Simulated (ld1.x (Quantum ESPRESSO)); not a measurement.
## Which change was made? (P, PAW)

```
Element                 : phosphorus (P)
Generator               : ld1.x (Quantum ESPRESSO) 7.5
Type                    : PAW
Functional              : revPBE
Relativity              : scalar-relativistic
Frozen core             : [Ne]
Valence charge          : 5
Reference configuration : 3s2 3p3
Partial waves           : 3s (bound): rcut 1.15, rcutus 1.40 bohr; 3s channel at -0.25 Ry: rcut 1.15, rcutus 1.40 bohr; 3p (bound): rcut 1.70, rcutus 2.05 bohr; 3p channel at 0.35 Ry: rcut 1.70, rcutus 2.05 bohr; 3d channel at 0.45 Ry: rcut 1.45, rcutus 1.60 bohr; 3d channel at 2.2 Ry: rcut 1.45, rcutus 1.60 bohr
Local potential         : all-electron potential smoothed inside 1.70 bohr (lloc = -1)
Core correction         : Bessel-smoothed model core inside 1.35 bohr
Augmentation charge     : PSQ, inside the norm-conserving radii
```

Cutoffs, loose and tight: the cutoffs (Ry, on a coarse ladder) from which the occupation-weighted sum of valence levels, in a spherical-Bessel basis at the reference potential, stays within 10 and 1 mRy of its value at 400 Ry. They do not see the model core or the augmentation charge, which bear on the density cutoff. Test errors are all-electron minus pseudo excitation energies from the reference, over the configurations 3s2 3p2; 3s2 3p1; 3s2 3p0; 3s1 3p3; 3s2 3p3.3; 3s1 3p0; 3s2 3p2.5; variants that change the core or the reference have their own tests.

The base gives: outcome: generated; cutoff, loose: 18 Ry; cutoff, tight: 25 Ry; bound ghosts: none; largest test error (meV): -129.

Question: After one change the result is: outcome: generated; cutoff, loose: 15 Ry; cutoff, tight: 35 Ry; bound ghosts: s; largest test error (meV): -129. Which change was it?
A. added wave 3d channel at 0.45 Ry: rc 1.60 bohr; removed wave 3d channel at 0.45 Ry: rcut 1.45, rcutus 1.60 bohr; removed wave 3d channel at 2.2 Ry: rcut 1.45, rcutus 1.60 bohr
B. all radii but the core radius scaled by about 1.40 (s 1.96, p 2.86, d 2.24 bohr, rcut 1.60/2.38/2.02); local potential all-electron potential smoothed inside 2.38 bohr (lloc = -1)
C. local potential all-electron potential smoothed inside 1.06 bohr (lloc = -1)

Answer: C. The others give: added wave 3d channel at 0.45 Ry: rc 1.60 bohr; removed wave 3d channel at 0.45 Ry: rcut 1.45, rcutus 1.60 bohr; removed wave 3d channel at 2.2 Ry: rcut 1.45, rcutus 1.60 bohr → outcome: failed: invmat: error in DGETRF | all radii but the core radius scaled by about 1.40 (s 1.96, p 2.86, d 2.24 bohr, rcut 1.60/2.38/2.02); local potential all-electron potential smoothed inside 2.38 bohr (lloc = -1) → outcome: generated; cutoff, loose: 8 Ry; cutoff, tight: 10 Ry; bound ghosts: none; largest test error (meV): -117.
